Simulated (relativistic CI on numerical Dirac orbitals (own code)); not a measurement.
**Slater and spin-orbit integrals, Ir6+**

Method of calculation: Dirac-Coulomb-Breit CI, KLI orbitals optimised for each configuration, model QED (radiative potential, 1s self-energy scaled to tabulated hydrogen-like ionisation energies), unscaled Slater integrals (own radial code, finite nucleus).

Slater integrals F^k, G^k are unscaled and averaged over j, outside the closed core [Kr] 4d10 4f14 5s2; ζ comes from projecting the Hamiltonian with its Breit term on Σ l·s of the shell.

- 5p⁶5d³: F^2(5d,5d) = 76370, F^4(5d,5d) = 51533, ζ(5d) = 5305.7 cm⁻¹; <r>(5d) = 1.386, <r^2>(5d) = 2.175 (bohr units).
- 5p⁶5d²6s: F^2(5d,5d) = 76850, F^4(5d,5d) = 51862, ζ(5d) = 5551.7, G^2(5d,6s) = 24522 cm⁻¹; <r>(5d) = 1.375, <r^2>(5d) = 2.145, <r>(6s) = 2.069, <r^2>(6s) = 4.752 (bohr units).
- 5p⁶5d²5f: F^2(5d,5d) = 77126, F^4(5d,5d) = 52072, ζ(5d) = 5608.8, F^2(5d,5f) = 44272, F^4(5d,5f) = 26759, G^1(5d,5f) = 45895, G^3(5d,5f) = 28253, G^5(5d,5f) = 20070, ζ(5f) = 89.304 cm⁻¹; <r>(5d) = 1.371, <r^2>(5d) = 2.131, <r>(5f) = 2.294, <r^2>(5f) = 5.988 (bohr units).

**Question.** Give the Racah parameters of the d shell in 5p⁶5d³.

**Answer.** B = F²/49 − 5F⁴/441 = 974 cm⁻¹ and C = 35F⁴/441 = 4090 cm⁻¹.

In this model ζ of a weakly bound d, f or g electron outside closed shells comes out too small, for d by up to a factor of two or three and at times with the wrong sign; that of an outer p electron is too small as well.

Averages of the first 10 configurations, taken without configuration mixing, which lowers the lowest level and can move excited configurations by several eV; other configurations of the list can lie among them:

```csv
Configuration,Parity,States,Average energy above the lowest level (eV)
5p⁶5d³,even,120,4.5
5p⁶5d²6s,even,90,20.7
5p⁶5d²5f,odd,630,47.6
5p⁶5d²6p,odd,270,32.9
5p⁵5d⁴,odd,1260,60.8
5p⁶5d²5g,even,810,64.6
5p⁶5d²6d,even,450,48.6
5p⁶5d6s6p,odd,120,50.5
5p⁶5d²7s,even,90,52.1
5p⁶5d²7p,odd,270,57.3
```
